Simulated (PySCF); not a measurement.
Species: C3H5O2 (charge 0, doublet). It need not be the lowest isomer of its formula. SMILES: O=C(O)C[CH2]
Structure (B3LYP-D3(BJ)/def2-TZVP (Ansatz) minimum search):
```xyz
10

C     -1.9893     0.0258     0.2244
C     -0.7832     0.4205    -0.5369
C      0.5100    -0.0831     0.0591
O      0.6253    -0.7464     1.0544
O      1.5729     0.3108    -0.6822
H     -1.8982    -0.5695     1.1194
H     -2.9657     0.3352    -0.1176
H     -0.8192     0.0699    -1.5779
H     -0.6937     1.5118    -0.6317
H      2.3661    -0.0420    -0.2496
```
Charge 0, spin multiplicity 2.

Dispersion corrections to the total energy (kcal/mol) from the dftd3 and dftd4 libraries through PySCF: D3(BJ) without and D4 with the three-body term, each with the damping fitted for the functional named.

```csv
functional,D3(BJ),D4
B2PLYP,-3.01,?
revPBE,-10.62,-13.52
B3LYP,-6.78,-5.99
B2GP-PLYP,?,-1.54
LC-wPBE,-3.55,?
BLYP,-8.37,-8.54
BHLYP,-5.12,-4.05
```

Question: Fill in the missing entries.

Answer: 
- B2PLYP, D4: -2.61
- B2GP-PLYP, D3(BJ): -2.13
- LC-wPBE, D4: -4.12
